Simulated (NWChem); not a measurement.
System: BeH₂SO; SMILES [OH][Be][SH]

Computed with NWChem. Pople sets run with spherical d functions. Each level has its own optimisation; frequencies are unscaled. One conformer.

| level | r Be–O (Å) | r Be–S (Å) | r H–O (Å) | r H–S (Å) | highest harmonic frequency (cm⁻¹) | lowest (cm⁻¹) | zero-point energy (kcal/mol) | dipole (D) |
|---|---|---|---|---|---|---|---|---|
| Hartree-Fock/STO-3G | 1.305 | 1.867 | 0.960 | 1.330 | 4581 | 215 | 17.7 | 2.58 |
| Hartree-Fock/3-21G | 1.385 | 1.939 | 0.946 | 1.353 | 4179 | 196 | 15.3 | 3.61 |
| B3LYP/6-31G* | 1.416 | 1.917 | 0.961 | 1.353 | 3894 | 219 | 14.7 | 2.24 |
| Hartree-Fock/6-31G* | 1.407 | 1.926 | 0.941 | 1.331 | 4208 | 203 | 15.6 | 2.34 |
| PBE-D3(BJ)/def2-SVP | 1.421 | 1.912 | 0.965 | 1.365 | 3896 | 239 | 14.5 | 2.08 |
